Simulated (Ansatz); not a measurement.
H2ISi (SMILES [SiH2]I) moved off its minimum; all values from Ansatz (a quantum-chemistry and plane-wave program), cores frozen in correlated methods. Open shells are unrestricted. Elements past Kr take the def2 small-core potentials, without spin–orbit coupling.
(charge 0, multiplicity 2)
```xyz
4

Si    -1.84163    -0.04944     0.32594
I      0.63440     0.05204    -0.09780
H     -2.44871     1.28253    -0.14718
H     -2.51706    -1.20114    -0.15287
```

Forces at MP2/def2-TZVPPD (eV/Å):

| atom | Fx | Fy | Fz |
|---|---|---|---|
| Si1 | 0.921 | 2.120 | 0.475 |
| I2 | -0.895 | -0.166 | 0.019 |
| H3 | 0.363 | -1.012 | 0.173 |
| H4 | -0.389 | -0.942 | -0.667 |

Give the forces (eV/Å), the total energy and the dipole at CCSD(T)/def2-TZVPPD.


```tsv
atom	Fx	Fy	Fz
Si1	0.905	2.073	0.536
I2	-0.769	-0.157	0.007
H3	0.308	-0.897	0.142
H4	-0.443	-1.018	-0.685
```
Energy -587.0497 hartree, dipole 1.06 D.
